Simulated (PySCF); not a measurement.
SbBr2, SMILES [Br][Sb][Br], multiplicity 2.

Coordinates come from a r2SCAN-D4/def2-SVP optimisation. The spin state was assumed, not searched. The isomer is the one that the SMILES or the coordinates give; other isomers of the formula were not compared. The def2 effective core potentials stand for the cores of Sb; spin–orbit coupling is left out.

Calculation: CAM-B3LYP/def2-TZVPD run with PySCF.

Computed frontier levels, dipole moment and polarisability:
```json
{
  "α spin, highest occupied and lowest empty level": "-7.59 and -1.37 eV",
  "β spin, highest occupied and lowest empty level": "-9.65 and -2.65 eV",
  "dipole_moment": "2.49 D",
  "quadrupole, principal values (traceless, Buckingham form, about the centre of nuclear charge)": "-4.82, -0.11, 4.93 D·Å",
  "mean_static_polarisability": "88.9 bohr³ (13.17 Å³)",
  "polarisability_principal_values": "65.2, 86.3, 115.2 bohr³",
  "⟨S²⟩": "0.754 (pure state 0.75)"
}
```
